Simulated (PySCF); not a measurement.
A PySCF script (with the pyscf-properties extension) for the NMR shieldings of SMILES B1C[C@H](C2CCCC2)CO1, C₈H₁₅BO, on a GFN2-xTB geometry:

```python
import basis_set_exchange as bse
import numpy as np
from pyscf import gto, dft
from pyscf.prop import nmr

atoms = """
B     3.421973    0.423486    0.120805
C     2.027639    0.996844   -0.402227
C     1.113818   -0.232686   -0.229878
C    -0.313398    0.097634    0.190790
C    -1.078986    0.927167   -0.843809
C    -2.554688    0.756748   -0.462562
C    -2.634922   -0.553330    0.345187
C    -1.215760   -1.129448    0.343853
C     1.860928   -1.095848    0.807808
O     3.229111   -0.725691    0.766814
H     4.498778    0.864513    0.032872
H     1.687255    1.808191    0.245860
H     2.005952    1.378866   -1.420467
H     1.083742   -0.783187   -1.176667
H    -0.290843    0.643547    1.140629
H    -0.775386    1.972647   -0.850670
H    -0.896519    0.513758   -1.837400
H    -2.888100    1.596537    0.147268
H    -3.188277    0.722279   -1.347974
H    -2.951876   -0.346436    1.367787
H    -3.349693   -1.252978   -0.085726
H    -1.001960   -1.700743    1.245972
H    -1.075719   -1.786708   -0.516361
H     1.784302   -2.167092    0.605099
H     1.491692   -0.903926    1.822131
"""
names = dict.fromkeys(["B", "C", "O", "H"], "pcSseg-1")
basis = {el: gto.basis.parse(bse.get_basis(n, elements=[el], fmt="nwchem")) for el, n in names.items()}
mol = gto.M(atom=atoms, basis=basis, charge=0, verbose=0)
mf = dft.RKS(mol, xc="PBE0")
mf.grids.level = 2
mf.grids.alignment = dft.numint.BLKSIZE   # the property module wants whole blocks of grid points
mf.conv_tol = 1e-9
mf.kernel()

calc = nmr.RKS(mf)   # GIAO
C = mf.mo_coeff
Co = C[:, mf.mo_occ > 0]
resp = mf.gen_response(singlet=True, hermi=2)
def vind(x):   # induced exchange potential for any number of trial vectors
    d = np.einsum("pi,xij,qj->xpq", C, 2 * x.reshape(-1, C.shape[1], Co.shape[1]), Co, optimize=True)
    return np.einsum("xpq,pi,qj->xij", resp(d - d.transpose(0, 2, 1)), C, Co, optimize=True).ravel()
mo1, _ = nmr.rhf.solve_mo1(calc, with_cphf=vind)
sigma = calc.kernel(mo1)
for i, s in enumerate(sigma):   # ppm
    print("%2d %-2s %9.2f" % (i, mol.atom_pure_symbol(i), np.trace(s) / 3))
```

Question: What does it print?

Answer: 
```
 0 B      49.67
 1 C     155.47
 2 C     139.46
 3 C     134.57
 4 C     149.93
 5 C     161.44
 6 C     159.57
 7 C     150.48
 8 C     103.56
 9 O     104.56
10 H      26.40
11 H      31.03
12 H      30.11
13 H      30.09
14 H      30.54
15 H      29.75
16 H      30.65
17 H      30.02
18 H      29.95
19 H      30.01
20 H      29.89
21 H      30.10
22 H      30.81
23 H      27.00
24 H      27.58
```

These numbers come from an equivalent density-fitted implementation of the same equations, which agrees with the script to about 0.01 ppm for H and up to a few tenths of a ppm for heavy atoms, so last digits may differ.

Size and cost of the density-fitted run: 245 basis functions, 110 s wall time on 1 thread of an Arm Neoverse N1, shared host; peak memory 1.1 GiB.
